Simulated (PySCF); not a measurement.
**Radial density of Bi+ (bismuth, charge +1)**

UHF, [Xe] 4f14 5d10 6s2 6p2, high-spin 3P determinant. Calculation: PySCF 2.14, in cc-pVDZ-PP with ECP60MDF (4s3p2d, 23 functions); scalar relativity through the core potential. This is the valence pseudo-density: the core potential removes the inner electrons and smooths the orbitals near the nucleus.

| r (bohr) | 4πr²ρ (e/bohr) | 4πr²(ρα − ρβ) |
| --- | --- | --- |
| 0.0185 | 2.451e-05 | 0.0000 |
| 0.0311 | 5.894e-05 | 0.0000 |
| 0.0523 | 0.0001180 | 0.0000 |
| 0.0880 | 0.0002931 | 0.0000 |
| 0.148 | 0.002279 | 0.0000 |
| 0.249 | 0.03958 | 0.0005 |
| 0.419 | 1.420 | 0.0171 |
| 0.705 | 16.93 | 0.1484 |
| 1.19 | 15.76 | -0.0536 |
| 1.99 | 3.951 | 0.8079 |
| 3.35 | 0.8450 | 0.5704 |
| 5.64 | 0.05053 | 0.0465 |
| 9.49 | 3.346e-05 | 0.0000 |

Energies and moments cover only the electrons outside the core potential. Spin-orbit coupling is strong in this species (close to jj coupling), so the high-spin LS determinant is a model state, not a physical level.

(1) Where is the radial spin density 4πr²(ρα − ρβ) most negative, and why is it negative at all?

Answers

(1) Around r = 1.19 bohr, down to -0.0536 e/bohr: exchange with the open shell polarises the paired shells in an unrestricted calculation.
